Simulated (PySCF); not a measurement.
In(H)(Et)(OH) (C₂H₇InO), SMILES C[CH2][InH][OH].

The structure is a stationary point at B3LYP-D3(BJ)/def2-SVP. The structure was generated by enumeration; whether it is a known compound was not checked. The def2 effective core potentials stand for the cores of In; spin–orbit coupling is left out. The values are those of a single conformer.

The numbers are results of PySCF with PBE/def2-TZVP, not measurements.

The molecule is in vacuum.

Question: Estimate the frontier levels, gap, dipole moment and polarisability. (The exact figures need the calculation; the answer reports its results.)

Answer: 
```
Property                                                                                                        Value
---------------------------------------------------------------------------------------------  ----------------------
highest occupied level                                                                                       -6.12 eV
lowest empty level                                                                                           -1.83 eV
orbital gap                                                                                                   4.30 eV
dipole moment                                                                                                  2.73 D
quadrupole, principal values (traceless, Buckingham form, about the centre of nuclear charge)   -8.19, 2.65, 5.54 D·Å
mean static polarisability                                                                      69.2 bohr³ (10.26 Å³)
polarisability, principal values                                                               51.1, 68.4, 88.1 bohr³
```
